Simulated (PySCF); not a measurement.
Ligands exchanged one at a time, B NH2-H. All species are isolated molecules in the gas phase. Strings in code marks are SMILES.

The T1 excitation (TDA) from two functionals at the same geometries (B3LYP-D3(BJ)/def2-TZVP), both in PySCF: PBE-D3(BJ)/def2-TZVP and M06-2X/def2-TZVP. Excitations are Tamm–Dancoff values on a coarser integration grid. The basis has no diffuse functions, so Rydberg states are missing or too high.

| species | M06-2X/def2-TZVP (eV) |
|---|---|
| 0 of 3 NH2 replaced by H (`NB(N)N`) | 6.07 |
| 1 of 3 NH2 replaced by H (`NBN`) | 6.45 |
| 2 of 3 NH2 replaced by H (`BN`) | 6.26 |

**Question.** What does PBE-D3(BJ)/def2-TZVP give for each?

**Answer.** 
- 0 of 3 NH2 replaced by H (`NB(N)N`): 5.05
- 1 of 3 NH2 replaced by H (`NBN`): 5.63
- 2 of 3 NH2 replaced by H (`BN`): 5.77
Over these rows, drawn at random from the members with no instability flagged (it was tested for open shells, ions and some series alone), PBE minus M06-2X: mean -0.78 eV, from -1.02 eV to -0.49 eV.
